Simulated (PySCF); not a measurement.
**Spin-rotation constants: SMILES C=C[C@@]12C[C@@H]1[C@H]2CC, C8H12**

Molfile (atoms numbered from 1):
```
C8H12
     RDKit          3D

 20 21  0  0  0  0  0  0  0  0999 V2000
    3.0400   -0.7324   -0.6422 C   0  0  0  0  0  0  0  0  0  0  0  0
    1.7289   -0.8282   -0.4536 C   0  0  0  0  0  0  0  0  0  0  0  0
    0.9278    0.1417    0.2480 C   0  0  2  0  0  0  0  0  0  0  0  0
    1.2163    1.5349    0.7264 C   0  0  0  0  0  0  0  0  0  0  0  0
    0.0386    1.2930   -0.1562 C   0  0  2  0  0  0  0  0  0  0  0  0
   -0.5361    0.1471    0.6102 C   0  0  1  0  0  0  0  0  0  0  0  0
   -1.4920   -0.8021   -0.0761 C   0  0  0  0  0  0  0  0  0  0  0  0
   -2.9296   -0.2989    0.0142 C   0  0  0  0  0  0  0  0  0  0  0  0
    3.5910   -1.4903   -1.1705 H   0  0  0  0  0  0  0  0  0  0  0  0
    3.6052    0.1079   -0.2766 H   0  0  0  0  0  0  0  0  0  0  0  0
    1.1880   -1.6930   -0.8186 H   0  0  0  0  0  0  0  0  0  0  0  0
    1.0440    1.7747    1.7706 H   0  0  0  0  0  0  0  0  0  0  0  0
    2.0680    2.0484    0.2988 H   0  0  0  0  0  0  0  0  0  0  0  0
   -0.2155    1.6971   -1.1128 H   0  0  0  0  0  0  0  0  0  0  0  0
   -0.7841    0.3235    1.6564 H   0  0  0  0  0  0  0  0  0  0  0  0
   -1.4228   -1.7875    0.3926 H   0  0  0  0  0  0  0  0  0  0  0  0
   -1.2097   -0.9081   -1.1258 H   0  0  0  0  0  0  0  0  0  0  0  0
   -3.6067   -0.9857   -0.4880 H   0  0  0  0  0  0  0  0  0  0  0  0
   -3.2375   -0.2107    1.0536 H   0  0  0  0  0  0  0  0  0  0  0  0
   -3.0188    0.6790   -0.4533 H   0  0  0  0  0  0  0  0  0  0  0  0
  1  2  2  0
  3  2  1  6
  3  4  1  0
  4  5  1  0
  5  6  1  0
  6  7  1  0
  7  8  1  0
  5  3  1  0
  6  3  1  0
  1  9  1  0
  1 10  1  0
  2 11  1  0
  4 12  1  0
  4 13  1  0
  5 14  1  6
  6 15  1  1
  7 16  1  0
  7 17  1  0
  8 18  1  0
  8 19  1  0
  8 20  1  0
M  END
```

Computed, not measured: PySCF 2.14.0, GIAO PBE0/pcSseg-1 magnetisability, rotational g tensor and spin-rotation constants, non-relativistic, gas phase. Geometry: GFN2-xTB.

Problem. Give the nuclear spin-rotation constants along the inertial axes (H = +C I·J) beside the isotropic shieldings.

Solution. Rotational constants 4.1263, 1.2836, 1.0518 GHz. A star marks the isotopologue with that one atom substituted, in its own axes.
```tsv
atom	isotope	Caa (kHz)	Cbb (kHz)	Ccc (kHz)	mean (kHz)	σ (ppm)
H9	1H	-0.217	0.050	-0.116	-0.094	26.4
H10	1H	-0.219	0.058	-0.119	-0.093	26.3
H11	1H	-0.224	0.076	-0.115	-0.088	25.2
H12	1H	-0.447	-0.084	-0.039	-0.190	31.2
H13	1H	-0.093	-0.113	-0.085	-0.097	30.0
H14	1H	-0.456	-0.151	0.031	-0.192	30.0
H15	1H	-0.394	-0.106	-0.023	-0.175	30.7
H16	1H	-0.452	-0.057	-0.034	-0.181	29.9
H17	1H	-0.404	-0.115	-0.016	-0.178	30.8
H18	1H	-0.266	-0.040	-0.107	-0.137	30.5
H19	1H	-0.380	-0.113	-0.019	-0.170	30.6
H20	1H	-0.455	-0.062	-0.042	-0.186	30.7
C1	13C*	1.206	0.583	0.139	0.642	68.0
C2	13C*	1.407	0.653	0.138	0.733	46.8
C3	13C*	0.628	0.196	0.138	0.321	166.5
C4	13C*	0.599	0.233	0.151	0.328	158.2
C5	13C*	0.571	0.180	0.175	0.309	164.2
C6	13C*	0.812	0.214	0.227	0.418	135.3
C7	13C*	0.671	0.190	0.157	0.339	161.2
C8	13C*	0.526	0.180	0.154	0.287	170.6
```
For the geometry as given, no vibrational averaging.

Problem. How do the rotational constants and the g tensor change when H9, H10, H11, H12, H13, H14, H15, H16, H17, H18, H19, H20 are replaced by deuterium?

Solution. Constants 3.2494, 1.0656, 0.8775 GHz; g -0.0026, -0.0035, 0.0021, against -0.0032, -0.0043, 0.0026 before.
